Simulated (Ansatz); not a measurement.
Geometry optimisation, RHF/def2-SVP in Ansatz 0.2.0.

input.yaml

```yaml
crystal:
  periodic: [false, false, false]
  atoms:
    - { symbol: B, position_ang: [0.141423, -0.364957, -0.406212] }
    - { symbol: C, position_ang: [-0.08221, -0.12691, 2.390436] }
    - { symbol: H, position_ang: [-0.94194, -0.272154, 3.049547] }
    - { symbol: H, position_ang: [0.825241, -0.03771, 2.990144] }
    - { symbol: H, position_ang: [-0.225257, 0.793874, 1.823583] }
    - { symbol: F, position_ang: [1.274021, 0.278551, -0.322205] }
    - { symbol: F, position_ang: [-0.951439, 0.331631, -0.617083] }
    - { symbol: O, position_ang: [0.112235, -1.726839, -0.361735] }
    - { symbol: Si, position_ang: [-0.920598, -2.994711, -0.664035] }
    - { symbol: H, position_ang: [-0.200438, -4.233594, -0.325082] }
    - { symbol: H, position_ang: [-2.132344, -2.863304, 0.170646] }
    - { symbol: H, position_ang: [-1.293891, -2.992602, -2.093658] }
    - { symbol: H, position_ang: [0.013597, -1.000976, 1.734553] }
basis:
  gaussian: { orbitals: def2-SVP }
hamiltonian:
  xc: hf
relax:
  f_tol: 0.03
  max_steps: 50
```

Command:

```bash
$ ansatz run input.yaml --threads 2 --pin off --max-ram 3072MiB --backend cpu --events-out ev --progress --plain --runs-dir out
```

Problem. Where does it end, and by what steps?

Solution. The forces met the threshold. The force dipped under the threshold on the way, but the program's further checks kept it going. After 19 steps the energy has fallen by 0.246 eV; H3 moved furthest, 0.70 Å.

| step | energy less start (eV) | largest force component (eV/Å) | accepted |
| --- | --- | --- | --- |
| 0 | 0.0000 | 1.444 | yes |
| 1 | -0.1569 | 0.839 | yes |
| 2 | -0.2237 | 0.264 | yes |
| 3 | -0.2337 | 0.166 | yes |
| 4 | -0.2388 | 0.201 | yes |
| 5 | -0.2390 | 0.154 | yes |
| 6 | -0.2408 | 0.042 | yes |
| 7 | -0.2415 | 0.036 | yes |
| 8 | -0.2421 | 0.053 | yes |
| 9 | -0.2420 | 0.125 | no |
| 10 | -0.2427 | 0.031 | yes |
| 11 | -0.2435 | 0.087 | yes |
| 12 | -0.2431 | 0.185 | no |
| 13 | -0.2444 | 0.026 | yes |
| 14 | -0.2449 | 0.059 | yes |
| 15 | -0.2452 | 0.084 | yes |
| 16 | -0.2457 | 0.035 | yes |
| 17 | -0.2461 | 0.050 | yes |
| 18 | -0.2462 | 0.072 | yes |
| 19 | -0.2465 | 0.029 | yes |

```xyz
13
Properties=species:S:1:pos:R:3
B 0.282 -0.500 -0.757
C -0.137 -0.026 2.800
H -0.713 -0.190 3.711
H 0.730 0.596 3.023
H -0.763 0.476 2.062
F 1.435 0.095 -0.597
F -0.770 0.266 -0.953
O 0.183 -1.824 -0.729
Si -0.969 -3.021 -0.871
H -0.299 -4.302 -0.595
H -2.048 -2.782 0.107
H -1.514 -3.011 -2.243
H 0.200 -0.987 2.410
```

Run time: 50 s on 2 threads of Arm Neoverse V2, on a shared host, peak memory 0.27 GiB.
